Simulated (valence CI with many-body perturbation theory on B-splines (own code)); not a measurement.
Ce XLV: electric-dipole lines

Calculated by valence CI with perturbative core correlation (CI+MBPT): four valence electrons over a frozen Dirac-Fock core [Ne], radial functions for each j: 11 s, 11 p, 9 d, 7 f, 5 g, 2 h, 1 i, with the one-electron correlation potential Σ1, the two-electron term Σ2, the three-electron term Σ3, Breit, model QED; selected CI, second order for the rest (own B-spline code, finite nucleus).

The last digits are not significant, and no measured levels were compared; by estimate large intervals hold to a few tenths of a per cent, small ones and those within an open d or f shell to about a per cent.

Lines 201 to 224 of 224 in falling wavelength, among levels below 579.92 eV, chosen from the strongest by gf and those to the six lowest levels. Wavelengths and rates use the calculated energies. Electric multipoles are in the length gauge, E1 and E2 with the static RPA response of the core. Weak lines are less certain than strong ones. Lines between different terms over intervals too small for the method are left out, as are lines whose strength nearly cancels. The highest levels of a list are the least certain.

Levels are named by their leading jj configuration (3d3/2^4 stands for four electrons in 3d with j = 3/2), which in mixed levels can hold well under half, so a name can repeat and another be missing. Letters in brackets count levels of one name in rising energy.

| λ vac (Å) | Upper | Lower | A (s⁻¹) | S (a.u.) with core polarisation | S without |
| --- | --- | --- | --- | --- | --- |
| 39.48 | (3s 3p1/2 3p3/2 3d5/2) J=2 [b] | (3s 3p1/2^2 3p3/2) J=2 | 1.66e+10 | 2.53e-03 | 2.57e-03 |
| 39.44 | (3s 3p1/2 3p3/2 3d5/2) J=3 [b] | (3s 3p1/2^2 3p3/2) J=2 | 8.22e+10 | 1.74e-02 | 1.77e-02 |
| 39.17 | (3s 3p1/2 3p3/2 3d3/2) J=1 [e] | (3s 3p1/2^2 3p3/2) J=2 | 5.63e+08 | 5.01e-05 | 5.11e-05 |
| 38.89 | (3s 3p1/2 3p3/2 3d5/2) J=0 | (3s 3p1/2^2 3p3/2) J=1 | 2.11e+11 | 6.12e-03 | 6.24e-03 |
| 38.85 | (3s 3p1/2 3p3/2 3d3/2) J=2 [e] | (3s 3p1/2^2 3p3/2) J=2 | 4.46e+10 | 6.46e-03 | 6.58e-03 |
| 38.55 | (3s^2 3p3/2 3d5/2) J=3 | (3s^2 3p1/2 3p3/2) J=2 | 1.02e+10 | 2.03e-03 | 2.06e-03 |
| 38.29 | (3s 3p1/2 3p3/2 3d5/2) J=3 [c] | (3s 3p1/2^2 3p3/2) J=2 | 1.24e+10 | 2.41e-03 | 2.46e-03 |
| 37.93 | (3s^2 3p3/2 3d5/2) J=1 | (3s^2 3p1/2 3p3/2) J=2 | 1.23e+10 | 9.91e-04 | 1.01e-03 |
| 37.92 | (3s 3p1/2 3p3/2 3d5/2) J=1 [a] | (3s 3p1/2^2 3p3/2) J=2 | 1.05e+10 | 8.48e-04 | 8.64e-04 |
| 37.14 | (3s^2 3p3/2 3d5/2) J=1 | (3s^2 3p1/2 3p3/2) J=1 | 2.47e+09 | 1.88e-04 | 1.91e-04 |
| 36.90 | (3s 3p1/2 3p3/2 3d5/2) J=1 [b] | (3s 3p1/2^2 3p3/2) J=2 | 2.08e+09 | 1.55e-04 | 1.58e-04 |
| 36.76 | (3s 3p1/2 3p3/2 3d5/2) J=3 [d] | (3s 3p1/2^2 3p3/2) J=2 | 9.99e+09 | 1.71e-03 | 1.75e-03 |
| 36.68 | (3s 3p1/2 3p3/2 3d5/2) J=2 [c] | (3s 3p1/2^2 3p3/2) J=2 | 1.77e+09 | 2.16e-04 | 2.20e-04 |
| 36.03 | (3s 3p1/2 3p3/2 3d5/2) J=2 [d] | (3s 3p1/2^2 3p3/2) J=2 | 2.72e+10 | 3.14e-03 | 3.20e-03 |
| 35.12 | (3s 3p3/2^3) J=2 | (3s^2 3p1/2 3p3/2) J=2 | 2.88e+09 | 3.07e-04 | 3.13e-04 |
| 35.09 | (3s 3p1/2 3p3/2^2) J=1 [a] | (3s^2 3p1/2^2) J=0 | 4.36e+09 | 2.79e-04 | 2.84e-04 |
| 34.83 | (3s^2 3d3/2^2) J=2 | (3s 3p1/2^2 3p3/2) J=2 | 1.16e+09 | 1.21e-04 | 1.24e-04 |
| 34.43 | (3s 3p3/2^3) J=2 | (3s^2 3p1/2 3p3/2) J=1 | 7.55e+08 | 7.61e-05 | 7.74e-05 |
| 34.10 | (3s 3p1/2 3p3/2^2) J=1 [b] | (3s^2 3p1/2^2) J=0 | 1.16e+09 | 6.78e-05 | 6.91e-05 |
| 33.11 | (3s 3p3/2^3) J=1 | (3s^2 3p1/2 3p3/2) J=2 | 5.64e+08 | 3.03e-05 | 3.08e-05 |
| 32.50 | (3s 3p3/2^3) J=1 | (3s^2 3p1/2 3p3/2) J=1 | 4.87e+08 | 2.47e-05 | 2.52e-05 |
| 30.89 | (3s^2 3p3/2 3d3/2) J=1 | (3s^2 3p1/2^2) J=0 | 2.55e+08 | 1.11e-05 | 1.14e-05 |
| 28.23 | (3s^2 3p3/2 3d5/2) J=1 | (3s^2 3p1/2^2) J=0 | 1.74e+09 | 5.80e-05 | 5.92e-05 |
| 25.46 | (3s 3p3/2^3) J=1 | (3s^2 3p1/2^2) J=0 | 8.78e+07 | 2.15e-06 | 2.19e-06 |
